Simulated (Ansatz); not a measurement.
A structure relaxed at PBE-D4/def2-SVPD in Ansatz, charge -1, singlet:

Cartesian coordinates in Å:
```
Mg -0.4687 -1.1562 -0.9864
Mg 0.3840 0.9471 0.8099
F 1.0928 -0.7789 -0.0250
F 1.1985 2.3915 0.0028
F -1.0008 -2.4687 -2.1142
F 0.0438 0.6698 2.6008
F -1.2496 0.3954 -0.2879
```

Give its formula and point group.

the cluster Mg2F5⁻. Point group C2v (tolerance 0.1 Å).

Summarise the bond lengths by kind (pairs closer than 1.2 times the sum of covalent radii, bridged metal pairs left out).

7 × F–Mg 1.81 to 2.04 Å.

Another isomer (singlet) lies 0.60 eV lower at PBE0-D4/def2-TZVPD; other spin states weren't run for this one.
